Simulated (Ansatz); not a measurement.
Computed with Ansatz on PBE0-D4/def2-TZVP structures; ΔE is electronic, products minus reactants. CCSD(T)/CBS is the MP2 limit (def2-TZVPP, def2-QZVPP) plus CCSD(T) − MP2 in def2-TZVPP, frozen cores. DFT in def2-TZVPP. B3LYP here is the variant with VWN-RPA as its local correlation; programs differ in this. One conformer a species, not always the lowest.

`CCCCCC(C)(C)C` + `FC(F)(F)[SiH3]` → `C[SiH2]C(F)(F)F` + `CCCCCC(C)C`  (formal exchange of groups at a C–C bond)

```
             level  ΔE (kJ/mol)  difference from CCSD(T)/CBS
            PBE-D4        -49.1                         -5.6
         r2SCAN-D4        -50.1                         -6.6
           PBE0-D4        -49.0                         -5.5
          B3LYP-D4        -48.5                         -5.0
           ωB97X-V        -45.3                         -1.8
           ωB97M-V        -46.5                         -3.0
            B2PLYP        -51.2                         -7.7
               PBE        -55.5                        -12.0
            r2SCAN        -52.4                         -8.9
              PBE0        -54.6                        -11.1
             B3LYP        -58.1                        -14.6
     HF/def2-TZVPP        -56.6                        -13.1
    MP2/def2-TZVPP        -39.4                          4.1
SCS-MP2/def2-TZVPP        -40.9                          2.6
   CCSD/def2-TZVPP        -43.4                          0.1
CCSD(T)/def2-TZVPP        -40.9                          2.6
     HF/def2-QZVPP        -56.7                        -13.2
    MP2/def2-QZVPP        -41.0                          2.5
SCS-MP2/def2-QZVPP        -42.6                          0.9
      HF/CBS(def2)        -56.7                        -13.2
     MP2/CBS(def2)        -42.0                          1.5
    CCSD/CBS(def2)        -46.0                         -2.5
       CCSD(T)/CBS        -43.5                            0
```

Largest T1 diagnostic among the species: 0.013.

The D4 term adds +9.7 kJ/mol with B3LYP and +5.6 kJ/mol with PBE0; it sums over pairs of atoms, weighted by their polarisabilities, and B3LYP, whose exchange is more repulsive, gets the larger term. In def2-TZVPP, CCSD(T) changes the Hartree–Fock value by +15.7 kJ/mol (the triples alone add +2.5 kJ/mol) and MP2 by +17.1 kJ/mol.
